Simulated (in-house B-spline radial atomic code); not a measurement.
Configurations of Nd5+, with energies counted from [Kr] 4d10 (4f5/2)2 5s2 (5p1/2)2 (5p3/2)3. Level of theory: Dirac-Hartree-Fock, average of each configuration as written, Fermi nucleus of rms radius 4.9123 fm; calculated with a radial B-spline atomic code at the basis-set limit. Energies include first-order Breit, QED and recoil terms.

Occupations are held fixed; configurations that lie above the ionisation limit could autoionise.

| configuration | E - E(ref) (eV) | highest orbital | its <r> (bohr) |
| --- | --- | --- | --- |
| [Xe] (4f7/2)1 | -8.4782 | 4f7/2 | 0.8339 |
| [Kr] 4d10 (4f5/2)1 (4f7/2)1 5s2 (5p1/2)2 (5p3/2)3 | 0.97526 | 4f7/2 | 0.8665 |
| [Kr] 4d10 (4f5/2)1 5s2 (5p1/2)2 (5p3/2)3 7s1 | 47.903 | 7s1/2 | 4.78 |
| [Kr] 4d10 (4f7/2)2 5s2 (5p3/2)4 (6d5/2)1 | 61.877 | 6d5/2 | 3.951 |
| [Kr] (4d3/2)4 (4d5/2)5 (4f5/2)1 (4f7/2)1 5s2 (5p1/2)1 (5p3/2)4 8s1 | 183.18 | 8s1/2 | 7.213 |
| [Kr] (4d3/2)4 (4d5/2)5 (4f7/2)2 5s2 (5p1/2)2 (5p3/2)3 (8d3/2)1 | 184.41 | 8d3/2 | 9.11 |

(1) Order these further configurations by energy, lowest first.
A. [Kr] 4d10 (4f5/2)1 5s2 (5p1/2)1 (5p3/2)4 (7d3/2)1
B. [Kr] (4d3/2)4 (4d5/2)5 (4f5/2)2 5s2 (5p1/2)1 (5p3/2)4 (7d3/2)1
C. [Kr] (4d3/2)4 (4d5/2)5 (4f5/2)2 5s2 (5p1/2)1 (5p3/2)4 (9g9/2)1
D. [Kr] 4d10 (4f7/2)2 5s2 (5p1/2)2 (5p3/2)2 6s1
E. [Kr] 4d10 (4f7/2)2 5s2 (5p1/2)1 (5p3/2)4

(2) How far above the reference does [Kr] 4d10 (4f5/2)2 5s2 (5p1/2)1 (5p3/2)4 lie?

(3) Is the reference the lowest configuration at this level of theory?

Answers

(1) E (4.7614 eV), D (37.663 eV), A (59.937 eV), B (179.89 eV), C (192.19 eV).

(2) 4.1599 eV; its least bound orbital is 4f5/2 with <r> = 0.8569 bohr.

(3) No: [Xe] (4f7/2)1 lies 8.478 eV lower. Averages of configurations without correlation can order differently from the measured ground levels.
